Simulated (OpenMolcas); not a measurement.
## Levels of Se⁴⁺ by method

```json
{"Program": "OpenMolcas 26.06", "Basis": "ANO-RCC-VQZP [7s6p4d2f1g]", "Scalar Hamiltonian": "DKH2, point nucleus", "Active space": "2 electrons in 8 orbitals (4s 4p 5s 5p)", "State averaging": "2S+1 = 3 even, 3 roots; 2S+1 = 1 even, 7 roots; 2S+1 = 3 odd, 3 roots; 2S+1 = 1 odd, 3 roots", "Spin-orbit coupling": "RASSI with atomic mean-field integrals over the reference wave functions, term energies averaged over their components"}
```

Methods on the same reference wave functions:
A. CASSCF
B. SS-CASPT2, IPEA 0.25 Eh, imaginary shift 0.1 Eh (closed shells correlated: 3d)
C. MS-CASPT2, IPEA 0.25 Eh, imaginary shift 0.1 Eh (closed shells correlated: 3d)

Energies in cm-1 above 4s2 1S0, the measured ground level; measured values from the list in Rauch et al., Astron. Astrophys. 606, A105 (2017).

| Level | A | B | C | Measured |
| --- | --- | --- | --- | --- |
| 4s2 1S0 | 0.0 | 0.0 | 0.0 | 0.0 |
| 4s 4p 3P* 0 | 87574 | 87570 | 87620 | 89749 |
| 4s 4p 3P* 1 | 89015 | 88990 | 89050 | 91350 |
| 4s 4p 3P* 2 | 92126 | 92120 | 92180 | 94960 |
| 4s 4p 1P* 1 | 141809 | 132900 | 132950 | 131733 |
| 4p2 3P0 | 210896 | 210360 | 210410 | 211794 |
| 4p2 3P1 | 212717 | 212260 | 212320 | 214091 |
| 4p2 3P2 [55 %] | 215330 | 213320 | 213380 |  |
| 4p2 1D2 [55 %] | 228480 | 217510 | 217560 |  |

Deviations, from unrounded energies. A percentage is the sum of absolute deviations over the sum of measured energies, with the sign that they share, or ± where signs differ.

```json
{"Against measurement": "mean absolute deviation (cm-1)", "Levels": "6", "A": "3300", "B": "2000", "C": "1900"}
{"Against measurement": "other configurations (%)", "Levels": "6", "A": "±2.4", "B": "±1.4", "C": "±1.4"}
```

B, C lie about equally close to measurement and A furthest from it. The largest miss of C in the table is 4s 4p 3P* 2, by -2800 cm-1. The ranking rests on the paired levels alone, and a cruder setting can come out closer through cancelling errors.

Between B and C the level of the table that moves most is 4s 4p 3P* 0, by 56 cm-1 (lowest in B, highest in C). Moves below CASPT2's spread within the term are not significant.

The mean deviations of B to C differ by less than CASPT2's widest spread within a term (54 cm-1), so their order carries little weight.

The lowest spin-free term lies below A's lowest term by 0.075 hartree in B, 0.075 hartree in C.

Term energies are means over components that CASPT2 splits; among the terms shown or strongly mixed into the levels shown the widest spread is 54 cm-1 (4p2 1D, C). Over all roots computed the reference weight is 0.92 to 0.99 in B, 0.92 to 0.99 in C; the roots of lowest weight are the least certain, and an intruder state may touch them. Active for correlation alone: 5p 5s; no level in the range computed is led by a configuration that fills them, so any true level of that kind is missing. The ¹D term of p² mixes with s d, which this space lacks. Computed and measured levels are paired by configuration, term and J; levels that our copy of the source lacks, or whose pairing is in doubt (as where it misses far off the trend of its configuration), stay unpaired and out of the deviations. Only configurations of the active space appear. The table leaves out levels that lie high or whose names do not pair safely across all columns.

A share in square brackets marks a mixed level and gives the weight of the term that names it, the lowest over the columns. * marks odd parity.
